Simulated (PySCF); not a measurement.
Start geometry of `[SiH3]CC(F)F` from GFN2-xTB (Å):
```
atom  x, y, z in Å
F1    -0.7762   -1.6600   -0.8013
C2    -1.2317   -0.5748   -0.0795
F3    -2.4961   -0.2966   -0.5487
C4    -0.2705    0.6099   -0.2405
Si5    1.4756    0.1747    0.2878
H6    -1.3378   -0.9051    0.9614
H7    -0.3171    0.9102   -1.2838
H8    -0.6943    1.4360    0.3451
H9     1.4331   -0.2449    1.7165
H10    2.2564    1.4077    0.1713
H11    1.9966   -0.8830   -0.5438
```

**Question.** What comes out of this run: PBE0-D3(BJ)/def2-SVP geometry optimisation, gas phase in PySCF?

**Answer.** 
```
atom  x, y, z in Å
F1    -0.9019   -1.6566   -0.6459
C2    -1.2925   -0.5251   -0.0058
F3    -2.5052   -0.1824   -0.4994
C4    -0.2937    0.5760   -0.2366
Si5    1.4909    0.1333    0.2193
H6    -1.4232   -0.7727    1.0634
H7    -0.3345    0.8531   -1.3032
H8    -0.6040    1.4614    0.3408
H9     1.5290   -0.4217    1.6074
H10    2.3162    1.3770    0.1721
H11    2.0567   -0.8692   -0.7271
```

The energy falls by 2.6 kcal/mol over 9 energy and gradient evaluations, the largest force component goes from 0.0256 to 3.4e-04 Eh/bohr, and the atoms move by 0.102 Å rms after alignment. The bond that changes most is Si5–H11 (SiH3 silicon to Si–H hydrogen), which lengthens by 0.047 Å. Bonds longer at the end by more than 0.005 Å: 6 of 10; shorter: 3. Among the angles that change most is Si5–C4–H8, from 112.6° to 109.1°. Among the dihedrals that turn most is H8–C4–Si5–H9, from 61° to 71°. Rotational constants go from 8301, 2086, 1780 to 8461, 2085, 1782 MHz. The orientation of the end geometry is arbitrary; only internal coordinates are fixed.

The run used 104 basis functions and 52 SCF cycles in all. Hardware: Arm Neoverse V1, one thread (shared host). Cost: 29 s wall, 0.43 GiB resident at most.

No frequency check. One conformer, not necessarily the lowest.
